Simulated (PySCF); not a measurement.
## M06-2X on Ne⁺ (neon, charge +1)

Configuration: [He] 2s2 2p4 3d1, one real determinant (an excited configuration). All numbers are calculated (PySCF 2.14, no relativity, point nucleus, in aug-cc-pVQZ with one added diffuse shell each of s, p, d, f, g type (7s6p5d4f3g, 105 functions)).

```json
{"Total energy": "-126.8622 hartree", "One-electron energy": "-169.1107 hartree", "Hartree (Coulomb) energy": "53.7642 hartree", "Exchange-correlation energy": "-11.5157 hartree", "Kinetic energy": "126.78931 hartree", "⟨S²⟩": "3.7518", "⟨L²⟩": "8.004", "Sum of ⟨r⟩": "9.008 bohr", "Sum of ⟨r²⟩": "20.85 bohr²", "Traceless quadrupole moment −½Σ⟨3z² − r²⟩ along its main axis": "4.20 e·bohr²", "Density at the nucleus (Gaussians lack the cusp)": "614 bohr⁻³", "Spin density at the nucleus": "-0.167 bohr⁻³", "Langevin diamagnetic susceptibility": "-16.5 ×10⁻⁶ cm³/mol"}
```

```csv
shell,electrons,mean orbital energy (hartree),spread (hartree),"rms radius, mean of both spins (bohr)"
1s α,1,-33.18451,0,0.183
1s β,1,-33.10528,0,0.183
2s α,1,-2.96187,0,0.913
2s β,1,-2.69399,0,0.913
2p α,3,-2.04159,0.10479,0.907
2p β,1,-1.86735,0,0.907
3d α,1,-0.18046,0,3.98
```

⟨L²⟩ = 8.00 against 12 for a pure F term, so this real determinant mixes terms. The outer electron is Rydberg-like, and this basis confines it to a smaller radius and binds it less than a complete one would.
